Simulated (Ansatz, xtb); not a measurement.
C5H5N3: which of two isomers lies lower

Structure a is `N#Cc1[nH]ccc1N`, a singlet and structure b is `N#Cc1c[nH]cc1N`, a singlet. Both are isolated molecules in the gas phase, relaxed with r2SCAN-D4/def2-SVP; the shapes shown needn't be the lowest conformers.

a (Å):

```yaml
atoms:
  - { symbol: C, position_ang: [-0.1235, -0.4487, -0.1141] }
  - { symbol: C, position_ang: [0.4961, -0.0882, -1.3210] }
  - { symbol: C, position_ang: [2.0638, 0.7304, -2.7034] }
  - { symbol: C, position_ang: [1.0433, 0.2321, -3.5027] }
  - { symbol: C, position_ang: [0.0403, -0.2886, -2.6386] }
  - { symbol: N, position_ang: [-0.6678, -0.7710, 0.8715] }
  - { symbol: N, position_ang: [1.7358, 0.5420, -1.4014] }
  - { symbol: N, position_ang: [-1.1749, -0.8249, -2.9997] }
  - { symbol: H, position_ang: [2.2928, 0.8070, -0.6001] }
  - { symbol: H, position_ang: [3.0004, 1.2093, -2.9840] }
  - { symbol: H, position_ang: [1.0142, 0.2494, -4.5908] }
  - { symbol: H, position_ang: [-1.6473, -1.3662, -2.2830] }
  - { symbol: H, position_ang: [-1.2066, -1.2661, -3.9111] }
```

b (Å):

```yaml
atoms:
  - { symbol: C, position_ang: [0.1035, -0.7997, -0.1378] }
  - { symbol: C, position_ang: [0.6605, -0.2354, -1.3072] }
  - { symbol: C, position_ang: [1.8293, 0.5253, -1.4179] }
  - { symbol: C, position_ang: [0.9190, 0.3663, -3.4774] }
  - { symbol: C, position_ang: [0.0813, -0.3385, -2.6243] }
  - { symbol: N, position_ang: [-0.4049, -1.2795, 0.7984] }
  - { symbol: N, position_ang: [1.9618, 0.8723, -2.7185] }
  - { symbol: N, position_ang: [-1.0495, -1.0721, -2.9329] }
  - { symbol: H, position_ang: [2.5415, 0.8277, -0.6538] }
  - { symbol: H, position_ang: [2.7200, 1.4295, -3.0901] }
  - { symbol: H, position_ang: [0.8644, 0.5320, -4.5507] }
  - { symbol: H, position_ang: [-1.6661, -1.2404, -2.1436] }
  - { symbol: H, position_ang: [-1.5610, -0.7563, -3.7491] }
```

Question: Which of the two would you expect CCSD(T)/def2-SVP + ΔMP2/def2-TZVPP electronic energies to favour?

Answer: CCSD(T)/def2-SVP + ΔMP2/def2-TZVPP gives E(b) − E(a) = −0.17 kcal/mol, slightly favouring structure b, which is too small a margin to settle the true order.

How the difference moves with the method:

```json
{"level": "GFN2-xTB", "geometry": "GFN2-xTB", "E(b) − E(a) (kcal/mol)": "+1.43", "departure from the last row (kcal/mol)": "+1.60", "job, with rough time for the two": "optimisation, 0.33 s"}
{"level": "HF/STO-3G", "geometry": "GFN2-xTB", "E(b) − E(a) (kcal/mol)": "−0.06", "departure from the last row (kcal/mol)": "+0.11", "job, with rough time for the two": "single point, 0.62 s"}
{"level": "r2SCAN-D4/def2-SVP//GFN2-xTB", "geometry": "GFN2-xTB", "E(b) − E(a) (kcal/mol)": "+1.49", "departure from the last row (kcal/mol)": "+1.66", "job, with rough time for the two": "single point, 9.3 s"}
{"level": "r2SCAN-D4/def2-SVP", "geometry": "r2SCAN-D4/def2-SVP", "E(b) − E(a) (kcal/mol)": "+1.39", "departure from the last row (kcal/mol)": "+1.56", "job, with rough time for the two": "optimisation, 64 s"}
{"level": "HF/def2-SVP", "geometry": "r2SCAN-D4/def2-SVP", "E(b) − E(a) (kcal/mol)": "+0.12", "departure from the last row (kcal/mol)": "+0.29", "job, with rough time for the two": "part of the CCSD(T) run"}
{"level": "MP2/def2-SVP", "geometry": "r2SCAN-D4/def2-SVP", "E(b) − E(a) (kcal/mol)": "−0.46", "departure from the last row (kcal/mol)": "−0.30", "job, with rough time for the two": "part of the CCSD(T) run"}
{"level": "CCSD(T)/def2-SVP", "geometry": "r2SCAN-D4/def2-SVP", "E(b) − E(a) (kcal/mol)": "−0.34", "departure from the last row (kcal/mol)": "−0.17", "job, with rough time for the two": "single point"}
{"level": "CCSD(T)/def2-SVP + ΔMP2/def2-TZVPP", "geometry": "r2SCAN-D4/def2-SVP", "E(b) − E(a) (kcal/mol)": "−0.17", "departure from the last row (kcal/mol)": "", "job, with rough time for the two": "single point, 3.6 min"}
```

As drawn, both hold the same kinds of bond in the same numbers.

The largest departure from CCSD(T)/def2-SVP + ΔMP2/def2-TZVPP is that of r2SCAN-D4/def2-SVP//GFN2-xTB, 1.66 kcal/mol. The last row adds to CCSD(T) the change of the MP2 difference between the two basis sets, here +0.17 kcal/mol.

With thermal terms from frequencies at re-optimised GFN2-xTB minima (ideal gas, soft modes damped towards free rotors, one conformer each, 298.15 K, 1 atm): the zero-point term adds +0.01 kcal/mol; ΔH is −0.16 and ΔG −0.15 kcal/mol.

The correlated steps freeze 8 core orbitals. Codes used: Ansatz 0.2.0, xtb 6.7.1; the last row on 2 threads of Arm Neoverse V1 on a shared host.
